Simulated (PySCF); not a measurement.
PySCF input file for W(NH)2(Br)(SH) (BrH₃N₂SW), SMILES [NH]=[W]([Br])(=[NH])[SH], multiplicity 1, TDDFT-M06-2X/def2-SVPD. The structure is a stationary point at r2SCAN-D4/def2-SVP. The multiplicity is an assumed one; other spin states were not compared. The def2 effective core potentials stand for the cores of W; spin–orbit coupling is left out. The values are those of a single conformer.

```python
import numpy as np
from pyscf import gto, scf, dft, tdscf

mol = gto.M(
    atom='''
    W     0.03789922   -0.41954029   -0.11347586
    N    -1.43372240   -1.36779790   -0.21854070
    H    -2.07040174   -2.05660268   -0.61440163
    N     1.16660076   -0.81980688   -1.39265392
    H     1.47748489   -1.31345555   -2.22771552
    Br   -0.54835182    1.95810444   -0.26842893
    S     1.17441941   -1.09905651    1.83242676
    H     0.05982929   -1.21947776    2.59387724
    ''',
    basis='def2-SVPD',
    ecp={'W': 'def2-svp'},
    charge=0,
    spin=0,
    max_memory=1600,
    verbose=4,
)
mf = dft.RKS(mol, xc='m06-2x').density_fit(auxbasis='def2-universal-jkfit')
mf.grids.level = 4
mf.conv_tol = 1e-9
mf.max_cycle = 100
mf.kernel()
mf.grids = dft.Grids(mol).set(level=2).build(with_non0tab=True)  # coarser grid for the response kernel
td = tdscf.TDDFT(mf)
td.singlet = True
td.nstates = 10
td.conv_tol = 1e-4
td.positive_eig_threshold = 1e-6
td.kernel(x0=td.get_init_guess(mf, 15))
td.analyze()
tt = tdscf.TDA(mf)
tt.singlet = False
tt.nstates = 4
tt.conv_tol = 1e-4
tt.positive_eig_threshold = 1e-6
tt.kernel(x0=tt.get_init_guess(mf, 9))
tt.analyze(verbose=3)
```

Output:

```
PySCF version 2.14.0

[INPUT] verbose = 4
[INPUT] num. atoms = 8
[INPUT] num. electrons = 82
[INPUT] charge = 0
[INPUT] spin (= nelec alpha-beta = 2S) = 0
[INPUT] symmetry False subgroup None
[INPUT] Mole.unit = angstrom
[INPUT] Symbol           X                Y                Z      unit          X                Y                Z       unit  Magmom
[INPUT]  1 W      0.037899220000  -0.419540290000  -0.113475860000 AA    0.071619146135  -0.792816246321  -0.214438297149 Bohr   0.0
[INPUT]  2 N     -1.433722400000  -1.367797900000  -0.218540700000 AA   -2.709342674654  -2.584763424755  -0.412982070071 Bohr   0.0
[INPUT]  3 H     -2.070401740000  -2.056602680000  -0.614401630000 AA   -3.912492256423  -3.886415812247  -1.161050811186 Bohr   0.0
[INPUT]  4 N      1.166600760000  -0.819806880000  -1.392653920000 AA    2.204555933109  -1.549210478234  -2.631734495102 Bohr   0.0
[INPUT]  5 H      1.477484890000  -1.313455550000  -2.227715520000 AA    2.792041795283  -2.482071266290  -4.209772216243 Bohr   0.0
[INPUT]  6 Br    -0.548351820000   1.958104440000  -0.268428930000 AA   -1.036234759707   3.700281114895  -0.507257161610 Bohr   0.0
[INPUT]  7 S      1.174419410000  -1.099056510000   1.832426760000 AA    2.219331040273  -2.076915799320   3.462784719724 Bohr   0.0
[INPUT]  8 H      0.059829290000  -1.219477760000   2.593877240000 AA    0.113060972327  -2.304478981398   4.901717584343 Bohr   0.0

nuclear repulsion = 451.013492985615
number of shells = 67
number of NR pGTOs = 278
number of NR cGTOs = 167
basis = def2-SVPD
ecp = {'W': 'def2-svp'}


******** <class 'pyscf.df.df_jk.DFRKS'> ********
method = DFRKS
initial guess = minao
damping factor = 0
level_shift factor = 0
DIIS = <class 'pyscf.scf.diis.CDIIS'>
diis_start_cycle = 1
diis_space = 8
diis_damp = 0
SCF conv_tol = 1e-09
SCF conv_tol_grad = None
SCF max_cycles = 100
direct_scf = False
XC library pyscf.dft.libxc version 7.1.2
    S. Lehtola, C. Steigemann, M. J. T. Oliveira, and M. A. L. Marques,  SoftwareX 7, 1–5 (2018)
XC functionals = m06-2x
    Y. Zhao and D. G. Truhlar,  Theor. Chem. Acc. 120, 215 (2008)
    Y. Zhao and D. G. Truhlar,  Theor. Chem. Acc. 120, 215 (2008)
radial grids:
    Treutler-Ahlrichs [JCP 102, 346 (1995); DOI:10.1063/1.469408] (M4) radial grids

becke partition: Becke, JCP 88, 2547 (1988); DOI:10.1063/1.454033
pruning grids: <function nwchem_prune>
grids dens level: 4
symmetrized grids: False
atomic radii adjust function: <function treutler_atomic_radii_adjust>
small_rho_cutoff = 0
Set gradient conv threshold to 3.16228e-05
Initial guess from minao.
tot grids = 196784
******** <class 'pyscf.df.df.DF'> ********
auxbasis = def2-universal-jkfit
init E= -3136.49234459604
  HOMO = -0.490627463630633  LUMO = -0.304514284301222  gap/eV = 5.06440
cycle= 1 E= -3150.12440306411  delta_E= -13.6  |g|= 0.676  |ddm|= 7.97
  HOMO = -0.251248971874056  LUMO = -0.0352988025032065  gap/eV = 5.87630
cycle= 2 E= -3150.01993483951  delta_E= 0.104  |g|= 0.981  |ddm|=  1.8
  HOMO = -0.303670403540295  LUMO = -0.0270105401911557  gap/eV = 7.52830
cycle= 3 E= -3150.1994570903  delta_E= -0.18  |g|= 0.344  |ddm|= 1.02
  HOMO = -0.326024805265724  LUMO = -0.0664434899722508  gap/eV = 7.06357
cycle= 4 E= -3150.22591240515  delta_E= -0.0265  |g|= 0.0677  |ddm|= 0.361
  HOMO = -0.326296793206583  LUMO = -0.0565441922882403  gap/eV = 7.34034
cycle= 5 E= -3150.22712240654  delta_E= -0.00121  |g|= 0.0309  |ddm|= 0.122
  HOMO = -0.324250087853693  LUMO = -0.0572201662236901  gap/eV = 7.26625
cycle= 6 E= -3150.22736774505  delta_E= -0.000245  |g|= 0.00423  |ddm|= 0.0473
  HOMO = -0.324364395800299  LUMO = -0.0571055869086657  gap/eV = 7.27248
cycle= 7 E= -3150.22737425309  delta_E= -6.51e-06  |g|= 0.00138  |ddm|= 0.011
  HOMO = -0.324295051387865  LUMO = -0.0571011677500121  gap/eV = 7.27072
cycle= 8 E= -3150.22737524143  delta_E= -9.88e-07  |g|= 0.000843  |ddm|= 0.00366
  HOMO = -0.324348170554693  LUMO = -0.0570874630468079  gap/eV = 7.27253
cycle= 9 E= -3150.22737548087  delta_E= -2.39e-07  |g|= 0.000392  |ddm|= 0.00142
  HOMO = -0.324348497653354  LUMO = -0.057083187273358  gap/eV = 7.27266
cycle= 10 E= -3150.22737552533  delta_E= -4.45e-08  |g|= 0.000278  |ddm|= 0.000655
  HOMO = -0.324336764294059  LUMO = -0.0570702256915668  gap/eV = 7.27269
cycle= 11 E= -3150.22737555684  delta_E= -3.15e-08  |g|= 6.39e-05  |ddm|= 0.000502
  HOMO = -0.324343147477241  LUMO = -0.057067744159215  gap/eV = 7.27293
cycle= 12 E= -3150.22737555821  delta_E= -1.37e-09  |g|= 7.78e-05  |ddm|= 0.000214
  HOMO = -0.324341624140311  LUMO = -0.0570692281189799  gap/eV = 7.27285
cycle= 13 E= -3150.2273755596  delta_E= -1.38e-09  |g|= 1.46e-05  |ddm|= 8.35e-05
  HOMO = -0.324340700200879  LUMO = -0.0570679226711395  gap/eV = 7.27286
cycle= 14 E= -3150.2273755597  delta_E= -1.05e-10  |g|= 5.19e-06  |ddm|= 3.99e-05
  HOMO = -0.324340781021239  LUMO = -0.0570689161702163  gap/eV = 7.27284
Extra cycle  E= -3150.2273755597  delta_E= 4.09e-12  |g|= 8.95e-06  |ddm|= 1.71e-05
converged SCF energy = -3150.2273755597
tot grids = 78512
Overwritten attributes  positive_eig_threshold  of <class 'pyscf.tdscf.rks.TDDFT'>


******** <class 'pyscf.tdscf.rks.TDDFT'> for <class 'pyscf.df.df_jk.DFRKS'> ********
nstates = 10 singlet
deg_eia_thresh = 1.000e-03
wfnsym = None
conv_tol = 0.0001
eigh lindep = 1e-12
eigh level_shift = 0
eigh max_cycle = 100


Excitation energies (eV)
[4.2193855  4.44854548 4.680408   4.917507   5.02800637 5.09233144
 5.22316813 5.33969054 5.48164132 5.62773688]

** Singlet excitation energies and oscillator strengths **
Excited State   1:      4.21939 eV    293.84 nm  f=0.0371
      37 -> 42        0.14152
      37 -> 43        0.10970
      38 -> 42       -0.15273
      39 -> 42        0.15842
      40 -> 43       -0.16556
      41 -> 42       -0.58740
Excited State   2:      4.44855 eV    278.71 nm  f=0.0030
      40 -> 42        0.65388
      41 -> 43        0.13532
Excited State   3:      4.68041 eV    264.90 nm  f=0.0215
      35 -> 44        0.10806
      37 -> 43       -0.28679
      38 -> 43       -0.12815
      40 -> 43        0.46687
      41 -> 42       -0.24923
Excited State   4:      4.91751 eV    252.13 nm  f=0.0017
      34 -> 42        0.10442
      35 -> 43       -0.17377
      37 -> 42       -0.22970
      37 -> 44        0.18776
      38 -> 42       -0.21250
      38 -> 43        0.10915
      39 -> 42        0.30862
      39 -> 43        0.12726
      40 -> 44       -0.22163
      41 -> 43        0.27271
      41 -> 44       -0.15050
Excited State   5:      5.02801 eV    246.59 nm  f=0.0035
      37 -> 43       -0.11240
      38 -> 43       -0.15065
      39 -> 42        0.44059
      40 -> 43        0.13365
      40 -> 44        0.18866
      41 -> 43       -0.30608
      41 -> 44       -0.17846
      41 -> 45       -0.12804
Excited State   6:      5.09233 eV    243.47 nm  f=0.0021
      35 -> 43       -0.11874
      37 -> 42        0.33516
      37 -> 44        0.15980
      38 -> 42        0.25731
      39 -> 43        0.15780
      40 -> 42        0.16035
      40 -> 44       -0.31832
      41 -> 43       -0.18124
      41 -> 44       -0.18827
Excited State   7:      5.22317 eV    237.37 nm  f=0.0058
      36 -> 42        0.10526
      37 -> 42       -0.22961
      38 -> 42       -0.28192
      39 -> 42       -0.20082
      40 -> 45       -0.16133
      41 -> 43       -0.42002
Excited State   8:      5.33969 eV    232.19 nm  f=0.0434
      35 -> 42        0.14143
      37 -> 42        0.35215
      38 -> 42       -0.30821
      41 -> 42        0.21221
      41 -> 43        0.12323
      41 -> 44        0.21266
      41 -> 45       -0.24487
Excited State   9:      5.48164 eV    226.18 nm  f=0.0095
      38 -> 42        0.10035
      38 -> 43       -0.11978
      39 -> 42        0.20412
      39 -> 43        0.24904
      40 -> 45       -0.20175
      41 -> 44        0.46929
      41 -> 45        0.19668
Excited State  10:      5.62774 eV    220.31 nm  f=0.0297
      34 -> 42        0.13245
      36 -> 42       -0.20005
      37 -> 42       -0.20232
      37 -> 43       -0.13057
      38 -> 42        0.28745
      40 -> 43        0.10021
      40 -> 45        0.10341
      41 -> 44        0.21306
      41 -> 45       -0.39095

** Transition electric dipole moments (AU) **
state          X           Y           Z        Dip. S.      Osc.
  1         0.2728     -0.3616      0.3920      0.3588      0.0371
  2        -0.1275     -0.0642      0.0850      0.0276      0.0030
  3         0.2122     -0.2875      0.2443      0.1873      0.0215
  4        -0.1003      0.0182     -0.0598      0.0140      0.0017
  5        -0.1440     -0.0153     -0.0851      0.0282      0.0035
  6         0.0732     -0.0708      0.0807      0.0169      0.0021
  7        -0.1874      0.0076      0.1025      0.0457      0.0058
  8        -0.1904      0.3310     -0.4308      0.3314      0.0434
  9        -0.1669     -0.1157     -0.1723      0.0709      0.0095
 10         0.1222     -0.4151      0.1681      0.2155      0.0297

WARN: ECP detected. Skipping calculation of transition velocity and magnetic dipole moments, which have not yet been implemented.

Overwritten attributes  positive_eig_threshold  of <class 'pyscf.tdscf.rks.TDA'>


******** <class 'pyscf.tdscf.rks.TDA'> for <class 'pyscf.df.df_jk.DFRKS'> ********
nstates = 4 triplet
deg_eia_thresh = 1.000e-03
wfnsym = None
conv_tol = 0.0001
eigh lindep = 1e-12
eigh level_shift = 0
eigh max_cycle = 100


Excitation energies (eV)
[3.78543746 4.0924027  4.34203802 4.38331573]

** Triplet excitation energies and oscillator strengths **
Excited State   1:      3.78544 eV    327.53 nm  f=0.0000
Excited State   2:      4.09240 eV    302.96 nm  f=0.0000
Excited State   3:      4.34204 eV    285.54 nm  f=0.0000
Excited State   4:      4.38332 eV    282.85 nm  f=0.0000
```

The run converged.
